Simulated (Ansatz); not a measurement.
F2H3Si2 can be A, `F[SiH][SiH2]F`•, or B, `F[Si](F)[SiH3]`•.

Program: Ansatz. Geometries: PBE0-D4/def2-TZVP. ΔE: electronic, gas phase. CCSD(T)/CBS adds triple-zeta CCSD(T) − MP2 to the extrapolated MP2 energy (def2 sets, frozen cores). DFT in def2-TZVPP. No spin–orbit coupling; open shells (•) take unrestricted orbitals. Each species was taken in one conformer, which may not be the lowest.

A:

```xyz
7

F     1.205    0.500    2.023
Si   -0.221    0.568    1.277
Si   -0.063   -0.570   -0.777
F    -1.563   -0.746   -1.319
H    -0.593    2.010    1.180
H     0.708    0.150   -1.825
H     0.528   -1.913   -0.557
```

B:

Z-matrix (Å, degrees):
```
Si
Si 1 2.371
H 1 1.487 2 112.0
H 1 1.485 2 107.2 3 -121.1
H 1 1.485 2 107.2 3 121.1
F 2 1.600 1 109.2 3 -57.5
F 2 1.600 1 109.2 3 57.5
```

Task: Which isomer does CCSD(T)/CBS put lower? Give the gap. (Estimate.)

Result: Computed: B, by 6.0 kcal/mol.

Task: Give E(B) − E(A) in kcal/mol with HF/def2-TZVPP, ωB97M-V, BLYP-D4, PBE-D4, r2SCAN-D4, B2PLYP, CCSD(T)/def2-SVP. (An estimate is asked.)

Result: The calculation gave: HF/def2-TZVPP -4.7, ωB97M-V -6.7, BLYP-D4 -7.0, PBE-D4 -7.3, r2SCAN-D4 -6.9, B2PLYP -6.3, CCSD(T)/def2-SVP -6.2. None reverses the order clearly.

Task: Does the order hold for the free energy at 298.15 K (harmonic terms from PBE0-D4)? (Best estimate.)

Result: The calculation gave: Yes: G(B) − G(A) = -6.0 kcal/mol, for one conformer each. Modes under 60 cm⁻¹, often nearly free rotors, make the harmonic entropy too high.

Largest T1 diagnostic: 0.016.

Leaving LDA and LC-ωPBE aside and taking each functional with its dispersion term where it has one, the values, not all of them listed here, spread over 1.6 kcal/mol, from PBE-D4 to BHLYP-D4. LDA lies −1.1 kcal/mol from PBE without D4. From BLYP to BHLYP (50 % exact exchange), in def2-TZVPP and without D4, E(B) − E(A) moves by +1.2 kcal/mol.
